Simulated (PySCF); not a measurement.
PySCF input for C4H2Cl3F, SMILES ClC(F)(Cl)C(Cl)=C=C, PBE/pcSseg-1. Geometry: B3LYP-D3(BJ)/def2-SVP. This is a generated structure with no PubChem entry under its InChIKey; it may be hypothetical. Other conformers were not sampled.

```python
import numpy as np
from pyscf import gto, scf, dft
from pyscf.prop.nmr import rks as nmr

mol = gto.M(
    atom='''
    C    -1.15128051    3.06854748   -0.00000001
    C    -0.47780146    1.95010560   -0.00000000
    C     0.19721478    0.82707009   -0.00000001
    Cl    1.94066258    0.78896649    0.00000000
    C    -0.49734626   -0.51670121   -0.00000000
    F    -1.82871993   -0.33503688   -0.00000000
    Cl   -0.06073629   -1.45531289    1.46800177
    Cl   -0.06073628   -1.45531291   -1.46800177
    H    -1.44623501    3.55470417    0.93724576
    H    -1.44623500    3.55470417   -0.93724579
    ''',
    basis='pcSseg-1',
    charge=0,
    spin=0,
    max_memory=1600,
    verbose=3,
)
mf = dft.RKS(mol, xc='pbe').density_fit(auxbasis='def2-universal-jkfit')
mf.grids.level = 3
mf.conv_tol = 1e-10
mf.max_cycle = 100
mf.kernel()
n = nmr.NMR(mf)
n.verbose = 2
n.max_cycle_cphf = 60
sigma = n.kernel()
print('atom   isotropic/ppm   span/ppm')
for i, s in enumerate(sigma):
    w = np.linalg.eigvalsh((s + s.T) / 2)
    print(f'{mol.atom_symbol(i):2s}{i + 1:3d} {w.mean():14.3f} {w[2] - w[0]:11.3f}')
```

Program output:

```
converged SCF energy = -1633.07903262405
atom   isotropic/ppm   span/ppm
C   1         85.884     166.077
C   2        -34.186      31.409
C   3         58.746     100.233
Cl  4        674.105     404.322
C   5         38.225      33.870
F   6        211.066     110.472
Cl  7        439.807     836.691
Cl  8        439.807     836.691
H   9         25.368       5.468
H  10         25.368       5.468
```

The calculation finished and met its thresholds.
